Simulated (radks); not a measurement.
Values are calculated unless marked as measured or tabulated.
Problem. Er3+, 65 electrons, occupied as [Kr] 4d10 4f11 5s2 5p5.5 6s0.5 (fractional occupations, a model configuration). Level of theory: scalar-relativistic Kohn-Sham, exchange-only B88, spin-polarised, spherical densities, point nucleus; open shells are filled with parallel spins first (spin-orbit coupling, left out, can overturn this in heavy ions) (a radial shooting solver on a logarithmic mesh with Libxc functionals). Some entries of the table are withheld. Estimate them.

orbital  occ.  eigenvalue (eV)  <r^2> (bohr^2)  <1/r> (bohr^-1)
1s up       1        -57418.35       0.0005677            77.58
1s down     1        -57418.30       0.0005677            77.58
2s up       1        -9675.204        0.008833            18.06
2s down     1        -9675.145        0.008832            18.06
2p up       3        -8561.016        0.007186            16.67
2p down     3        -8560.954        0.007186            16.67
3s up       1        -2195.825         0.05805            6.657
3s down     1        -2194.415         0.05801            6.660
3p up       3        -1856.995         0.05845            6.218
3p down     3        -1855.582         0.05840            6.221
3d up       5        -1432.853         0.04877            5.894
3d down     5        -1431.766         0.04870            5.897
4s up       1        -462.4556          0.2910            2.814
4s down     1        -459.4139          0.2911            2.813
4p up       3        -350.9176          0.3298            2.575
4p down     3        -347.9168          0.3300            2.574
4d up       5        -201.5733          0.3931            2.276
4d down     5        -198.6044          0.3937            2.275
5s up       1         -84.3685           1.675            1.087
5s down     1         -82.3805           1.692            1.080
5p up       3         -57.3954           2.281           0.9192
5p down   2.5         -55.7076           2.309           0.9119
4f up       7         -38.3219          0.7439            1.717
4f down     4         -35.5136          0.7684            1.704
5d up       0         -26.3786           4.857           0.6223
5d down     0         -25.0492           4.891           0.6186
6s up     0.5         -24.7976           9.643              (1)
6s down     0         -23.4241           9.760              (2)
6p up       0         -18.8451           13.68           0.3636
5f up       0          -9.9755           23.79           0.2644

Solution. 
(1) 6s up <1/r> (bohr^-1): 0.4331
(2) 6s down <1/r> (bohr^-1): 0.4324
